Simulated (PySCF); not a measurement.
Computed data sheet: `O=C(C#CC(C(F)(F)F)(F)F)OC`

Species: C6H3F5O2.
Bonds: C1–O2, O2–C3, C3–O4 (double), C3–C5, C5–C6 (triple), C6–C7, C7–F8, C7–F9, C7–C10, C10–F11, C10–F12, C10–F13. Hydrogens: H14, H15, H16 on C1.

Structural features include: ester, alkyne, CF3 group and C–F bond.

**GFN2-xTB geometry**

| Quantity | Value |
| --- | --- |
| Point group of the GFN2-xTB geometry | C1 |
| Rotational constants A, B, C of the GFN2-xTB geometry | 1.591, 0.349, 0.339 GHz |

PBE0/pcSseg-1 ground state and GIAO shieldings, non-relativistic (PySCF):

| Property | Result |
| --- | --- |
| Dipole moment | 3.34 D |
| HOMO energy | -8.98 eV |
| LUMO energy | -2.13 eV |
| HOMO–LUMO gap | 6.85 eV |
| Lowest Hirshfeld atomic charge | -0.23 e on O4 |
| Highest Hirshfeld atomic charge | +0.24 e on C10 |
| 13C chemical shifts (computed TMS as zero) by class | 157.9 (C3), 128.1 (C10), 112.3 (C7), 89.9 (C5), 77.5 (C6), 54.8 (C1) ppm |
| 1H chemical shifts (computed TMS as zero) by class | 4.06 (H14/H15/H16) ppm |
| Isotropic shieldings of nuclei other than C and H, by class | -130 (O4), 133 (O2), 266 (F11/F12/F13), 293 (F8/F9) ppm |
| Mayer bond orders between heavy atoms | C1–O2 0.85, O2–C3 1.14, C3–O4 1.93, C3–C5 1.01, C5–C6 2.14, C6–C7 0.93, C7–F8 0.95, C7–F9 0.94, C7–C10 0.98, C10–F11 1.02, C10–F12 1.03, C10–F13 1.02 |

Monoisotopic mass (most abundant isotopes): 202.0053 u.

The rotational constants make it an asymmetric top with κ = (2B − A − C)/(A − C) = -0.98, nearer the prolate limit (−1). The dipole matches unit charges of opposite sign 0.70 Å apart (1 e·Å = 4.8032 D). With B = h/(8π²I), that is 505.379 GHz u Å² over I, the principal moments of inertia are 317.6, 1446.3 and 1490.4 u Å² (most abundant isotopes).

One conformer (not necessarily the lowest) at the GFN2-xTB geometry, without solvent or vibrations. NMR classes are plain means over equivalent atoms (diastereotopic ones count apart unless rotation or inversion swaps them), as if these changed places fast; in this geometry the members of some classes differ.

Conformer computed: `[CH3:1][O:2][C:3](=[O:4])[C:5]#[C:6][C:7]([F:8])([F:9])[C:10]([F:11])([F:12])[F:13]`: C1–O2–C3–O4 0°, C6–C7–C10–F11 -60°.
